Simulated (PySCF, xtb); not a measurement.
C4H9O, SMILES CCO[CH]C, multiplicity 2. One conformer was computed; it need not be the lowest.

Harmonic wavenumbers (cm⁻¹) from GFN2-xTB run with xtb 6.7.1 at its own minimum, in rising order: 55, 81, 112, 182, 206, 391, 429, 485, 828, 893, 988, 1016, 1088, 1123, 1140, 1156, 1226, 1249, 1328, 1349, 1395, 1403, 1461, 1476, 1478, 1484, 1494, 2840, 2865, 2875, 3005, 3038, 3049, 3050, 3050, 3054.

**Question.** What does PBE-D3(BJ)/def2-SVP in PySCF give at its own minimum? (Estimate from the structure and the level; the computed values follow.)

**Answer.** 79, 108, 174, 187, 251, 417, 437, 540, 791, 838, 944, 971, 1066, 1089, 1130, 1136, 1239, 1244, 1308, 1328, 1354, 1378, 1398, 1403, 1421, 1427, 1450, 2877, 2904, 2947, 2982, 2993, 3036, 3069, 3076, 3080. Paired by order, the mean absolute difference is 34 cm⁻¹ and the zero-point energies are 74.8 and 74.4 kcal/mol.
